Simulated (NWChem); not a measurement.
System: CH3FMg; SMILES [CH3][Mg][F]

The following NWChem deck was run.

```
start job
memory heap 200 mb stack 900 mb global 1100 mb
geometry units angstroms noautosym nocenter noautoz
  Mg    -0.077021     0.280852     0.001357
  F      0.200700     2.024702    -0.001121
  C     -0.403602    -1.771537     0.004276
  H      0.062229    -2.259015    -0.868585
  H     -1.479419    -2.013070    -0.023262
  H      0.014685    -2.249260     0.906114
end
basis spherical
  * library 6-31+g*
end
dft
  xc slater vwn_5
  iterations 150
  vectors input atomic output neutral.movecs
end
task dft energy
charge 1
dft
  odft
  mult 2
  vectors input atomic output cation.movecs
end
task dft energy
charge -1
dft
  odft
  mult 2
  vectors input atomic output anion.movecs
end
task dft energy
```

Excerpt of the output:

```
             Northwest Computational Chemistry Package (NWChem) 7.3.0
             --------------------------------------------------------

                             Geometry "geometry" -> ""
                             -------------------------

 Output coordinates in angstroms (scale by  1.889725989 to convert to a.u.)

  No.       Tag          Charge          X              Y              Z
 ---- ---------------- ---------- -------------- -------------- --------------
    1 Mg                  12.0000    -0.07702100     0.28085200     0.00135700
    2 F                    9.0000     0.20070000     2.02470200    -0.00112100
    3 C                    6.0000    -0.40360200    -1.77153700     0.00427600
    4 H                    1.0000     0.06222900    -2.25901500    -0.86858500
    5 H                    1.0000    -1.47941900    -2.01307000    -0.02326200
    6 H                    1.0000     0.01468500    -2.24926000     0.90611400

 Effective nuclear repulsion energy (a.u.)      78.0154566027

                                 NWChem DFT Module
                                 -----------------

 Summary of "ao basis" -> "ao basis" (spherical)
 ------------------------------------------------------------------------------
       Tag                 Description            Shells   Functions and Types
 ---------------- ------------------------------  ------  ---------------------
 Mg                         6-31+g*                 10       22   5s4p1d
 F                          6-31+g*                  8       18   4s3p1d
 C                          6-31+g*                  8       18   4s3p1d
 H                          6-31+g*                  2        2   2s

            General Information
            -------------------
          SCF calculation type: DFT
          Wavefunction type:  closed shell.
          No. of atoms     :     6
          No. of electrons :    30
           Alpha electrons :    15
            Beta electrons :    15
          Charge           :     0
          Spin multiplicity:     1
          Use of symmetry is: off; symmetry adaption is: off
          Maximum number of iterations: 150
          AO basis - number of functions:    64
                     number of shells:    32
          Convergence on energy requested:  1.00D-06
          Convergence on density requested:  1.00D-05
          Convergence on gradient requested:  5.00D-04

              XC Information
              --------------
                        Slater Exchange Functional  1.000 local
                      VWN V Correlation Functional  1.000 local

             Grid Information
             ----------------
          Grid used for XC integration:  medium
          Radial quadrature: Mura-Knowles
          Angular quadrature: Lebedev.
          Tag              B.-S. Rad. Rad. Pts. Rad. Cut. Ang. Pts.
          ---              ---------- --------- --------- ---------
          Mg                  1.50       88          13.0       590
          F                   0.50       49          13.0       434
          C                   0.70       49          13.0       434
          H                   0.35       45          12.0       434
          Grid pruning is: on
          Number of quadrature shells:   321
          Spatial weights used:  Erf1

      Superposition of Atomic Density Guess
      -------------------------------------

 Sum of atomic energies:        -338.13177586

      Non-variational initial energy
      ------------------------------

 Total energy =    -338.631804
 1-e energy   =    -625.075396
 2-e energy   =     208.428135
 HOMO         =      -0.356161
 LUMO         =      -0.080611

   convergence    iter        energy       DeltaE   RMS-Dens  Diis-err
 ---------------- ----- ----------------- --------- --------- ---------
 d= 0,ls=0.0,diis     1   -337.8097879645 -4.16D+02  4.25D-02  9.83D-01
 d= 0,ls=0.0,diis     2   -336.5171945937  1.29D+00  3.69D-02  1.47D+01
 d= 0,ls=0.0,diis     3   -337.9055970397 -1.39D+00  3.71D-03  2.07D-02
 d= 0,ls=0.0,diis     4   -337.9005886776  5.01D-03  1.99D-03  5.45D-02
 d= 0,ls=0.0,diis     5   -337.9084237648 -7.84D-03  2.39D-04  4.17D-04
  Resetting Diis
 d= 0,ls=0.0,diis     6   -337.9084698695 -4.61D-05  4.42D-05  1.13D-05
 d= 0,ls=0.0,diis     7   -337.9084707600 -8.90D-07  3.33D-05  1.33D-06
 d= 0,ls=0.0,diis     8   -337.9084702621  4.98D-07  1.87D-05  7.09D-06
 d= 0,ls=0.0,diis     9   -337.9084709060 -6.44D-07  4.01D-06  4.24D-08

         Total DFT energy =     -337.908470906025
      One electron energy =     -627.900208759924
           Coulomb energy =      243.497854682624
    Exchange-Corr. energy =      -31.521573431376
 Nuclear repulsion energy =       78.015456602651

 Numeric. integr. density =       29.999994916820

                       DFT Final Molecular Orbital Analysis
                       ------------------------------------

 Vector   13  Occ=2.000000D+00  E=-2.937469D-01
              MO Center=  1.9D-01,  2.0D+00, -8.6D-04, r^2= 6.4D-01
   Bfn.  Coefficient  Atom+Function         Bfn.  Coefficient  Atom+Function
  ----- ------------  ---------------      ----- ------------  ---------------
    25      0.518947  2 F  px                27      0.357273  2 F  pz
    29      0.329026  2 F  px                31      0.226521  2 F  pz
    33      0.094937  2 F  px                26     -0.082144  2 F  py
     7      0.071063  1 Mg px                35      0.065360  2 F  pz
    30     -0.052083  2 F  py                 9      0.048924  1 Mg pz

[...]
```

Level: LDA (Slater exchange, VWN5)/6-31+G* (spherical d), vertical spin-unrestricted ions. Geometry: optimised at PBE0/def2-SVP.
